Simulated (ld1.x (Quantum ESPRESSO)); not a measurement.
Values are calculated unless marked as measured or tabulated.
# Pseudopotentials across the periodic table

Generated with ld1.x 7.5 (TM, RRKJ, ultrasoft, PAW), atompaw 4.2 or ONCVPSP 4.0.1. The cutoff is in Ry: for ld1.x and atompaw files where the sum of valence levels is converged to 10 mRy in a Bessel basis, for ONCV files where the hardest occupied wave has 1 mHa per electron of residual kinetic energy. The error is the largest all-electron minus pseudo excitation energy over each file’s own four to seven test configurations (ionisations up to +4, promotions, holes and added fractions of an electron), all of which were solved. The labels leave out finer settings (local radius, basis sizes, second energies), which also bear on the numbers. Spin-polarised tests are not counted. The rows are a selection from randomly drawn settings: files with unsolved tests, undetermined cutoffs or missed reference levels are left out.

| element | potential | cutoff (Ry) | largest error (meV) | bound ghosts |
| --- | --- | --- | --- | --- |
| N | PAW, PBE, scalar-relativistic, rc 0.90/1.45/1.20 (spd), local smoothed, core correction yes, reference 2s2 2p3 | 35 | -35 | none |
| F | ultrasoft, PBE, scalar-relativistic, rc 0.75/1.70 (sp), local smoothed, core correction yes, reference 2s2 2p4.75 | 45 | +1807 | none |
| Sr | TM semilocal, LDA (PZ), scalar-relativistic, rc 3.85/2.30/2.15 (spd), local s, core correction yes, reference 4p6 4d0 5s2 5p0 | 15 | -61 | none |

(1) Fill in the row for Sr: ultrasoft, PBE, scalar-relativistic, rc 2.20/2.35/3.90 (spd), local smoothed, core correction yes, reference 4s2 4p6 4d0 5s1 5p0.

(2) Fill in the row for Li: TM, Wu–Cohen, non-relativistic, rc 0.70/4.20/3.90 (spd), local d, core correction no, reference 1s2 2s0 2p0.

(3) Fill in the row for Fe: ultrasoft, PBE, scalar-relativistic, rc 2.35/4.55/1.80 (spd), local smoothed, core correction yes, reference 3d6.5 4s1.5 4p0.

Answers

(1) cutoff 15 Ry, largest error -37 meV, bound ghosts: none.

(2) cutoff 160 Ry, largest error -1063 meV, bound ghosts: none.

(3) cutoff 35 Ry, largest error -395 meV, bound ghosts: none.
